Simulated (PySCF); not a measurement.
## Relaxation of doublet SbF₄

Computed with UPBE0/[Sb def2-SVP with ECP28, F def2-SVP], scalar-relativistic core potentials, density fitting, no spin–orbit coupling, PySCF. A (50,194) grid was used.

A hand-made square planar start, of D4h symmetry, held to at least that symmetry:

```xyz
5
charge 0 multiplicity 2, angstrom
Sb    0.0000    0.0000    0.0000
F     2.0400    0.0000    0.0000
F     0.0000    2.0400    0.0000
F    -2.0400    0.0000    0.0000
F     0.0000   -2.0400    0.0000
```

Optimiser trace:
```csv
step,E − E(last) (kJ/mol),largest gradient (Eh/bohr)
0,29.68,0.03191
1,0.01,0.00077
2,0.00,0.00020
3,0.00,0.00000
```

It ends at D4h with Sb–F 1.954 Å (×4); F–Sb–F 90.0° (×4), F–Sb–F 180.0° (×2) (after a last refinement on a finer grid). A frequency run shows 2 imaginary modes, down to 305i cm⁻¹, so it is a higher-order saddle point.

Final geometry:
```xyz
5
charge 0 multiplicity 2, angstrom
Sb    0.0000    0.0000    0.0000
F     1.9542    0.0000    0.0000
F     0.0000    1.9542    0.0000
F    -1.9542    0.0000    0.0000
F     0.0000   -1.9542    0.0000
```

No spin–orbit coupling is included, which matters more the heavier the element.

The relaxation took 9 s on 2 threads of a shared Arm Neoverse V2 host, with 82 basis functions and 4 gradients; the process peaked at 0.66 GiB.
